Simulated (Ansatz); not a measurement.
An input meant for the cluster Cs₄H₅⁻ (charge -1, singlet).

```yaml
crystal:
  periodic: [false, false, false]
  atoms:
    - {symbol: Cs, position_ang: [2.446194, 0.666590, -1.316243]}
    - {symbol: Cs, position_ang: [-2.760042, -0.133862, -0.924535]}
    - {symbol: Cs, position_ang: [-0.187882, -2.611925, 1.075720]}
    - {symbol: Cs, position_ang: [-0.115495, 2.621201, 1.218289]}
    - {symbol: H, position_ang: [2.689203, 2.699379, 0.774737]}
    - {symbol: H, position_ang: [-0.458506, 1.610230, -1.534019]}
    - {symbol: H, position_ang: [-1.513418, 0.072499, 1.746939]}
    - {symbol: H, position_ang: [2.291966, -1.977936, -0.218889]}
    - {symbol: H, position_ang: [-2.392030, -2.946186, -0.821990]}
basis:
  gaussian: {orbitals: def2-TZVP}
total_charge: -1
magnetization: {spin_polarized: true, initial_magnetization: 1}
hamiltonian: {xc: {name: wB97X}}
scf: {omitted_lower_state_checks: [starts]}
```

```sh
$ ansatz run in.yaml --threads 4 --pin off --events-out ev --progress --plain --max-ram 3916MiB
```

Output, abridged:

```
Error: a molecule whose nuclei and cores have a total charge of 41 cannot have a net charge of -1 together with 1 unpaired electrons
```

In this input the number of unpaired electrons doesn't fit the electron count. The program refused the input.
